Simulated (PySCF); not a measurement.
Al(F)(GeH3)(Me) (CH6AlFGe), SMILES [CH3][Al]([F])[GeH3]. Heavy atoms are numbered as in [Al:1]([F:2])([GeH3:3])[CH3:7]. Hydrogens are named by the atom that carries them.

Coordinates come from a PBE0-D3(BJ)/def2-SVP optimisation. The structure was generated by enumeration; whether it is a known compound was not checked.

Computed with PySCF with PBE/pcSseg-1.

GIAO shieldings, no solvent; atoms alike by connectivity are averaged. δ = σ(ref) − σ: ¹⁹F against CFCl3 (σ = 133.6 ppm); ⁷³Ge against GeH4 (σ = 1614.4 ppm); ¹H against TMS (σ = 31.49 ppm); ¹³C against TMS (σ = 182.0 ppm), references at their B3LYP-D3(BJ)/def2-TZVP geometries, non-relativistic.

```csv
nucleus,atoms,count,δ (ppm)
¹⁹F,F2,1,-111.8
⁷³Ge,Ge3 (GeH3),1,-97.9
¹H,H on Ge3,3,3.41
¹H,H on C7,3,0.22
¹³C,C7 (CH3),1,-1.9
```
